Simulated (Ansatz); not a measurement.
The same path of F3Ge2H3 + H2S (11 atoms, charge 0, multiplicity 1) was run twice with different band settings. Lost on the way: Ge1–Ge2, S9–H11. Made: Ge1–S9, Ge2–H11.

The calculation used RKS PBE/def2-SVP (Ansatz).

Relaxed end points:

```xyz
11
Properties=species:S:1:pos:R:3
Ge 0.286 -0.094 0.188
Ge 0.270 0.039 2.623
H -0.598 -1.128 3.139
H 1.742 -0.135 3.072
H -0.287 1.416 3.030
F 1.798 -0.703 -0.444
F 0.049 1.426 -0.639
F -0.903 -1.167 -0.544
S -3.222 0.448 1.219
H -2.805 -0.313 0.166
H -3.463 -0.661 1.971
```

```xyz
11
Properties=species:S:1:pos:R:3
Ge -0.554 0.183 -0.754
Ge -0.282 -0.373 3.369
H -0.562 -1.183 4.659
H 0.682 -1.154 2.448
H 0.296 1.014 3.728
F 0.224 1.180 0.444
F -0.007 0.709 -2.310
F 0.132 -1.393 -0.506
S -2.742 0.271 -0.634
H -2.684 0.049 0.715
H -1.635 -0.177 2.622
```

Common settings: spring 5.0 eV/Å²; optimiser quadratic models (default); start path through a guess of the saddle point; force threshold 0.05 eV/Å; iteration limit 60; end points relaxed.

| run | movable images | climbing image |
| --- | --- | --- |
| 1 | 7 | yes |
| 2 | 4 | no |

(1) What does each run give, and how far can it be trusted?

## Answers

(1) Run 1: converged after 41 iterations, highest image 2.000 eV above the first end. Neighbouring images differ by up to 1.5 eV, so the band resolves the path poorly. A vibrational analysis at the climbing image gives one clearly imaginary mode, 941i cm⁻¹: a first-order saddle point.
Run 2: converged after 18 iterations, highest image 0.658 eV above the first end. No image climbed, so the highest image needn't sit at the top of the path. A band with more images between the same ends climbed to 2.00 eV, so this one has probably stepped over the top.
The orbitals stay closed-shell, which can raise the energy where a bond breaks towards radicals; this wasn't checked here.
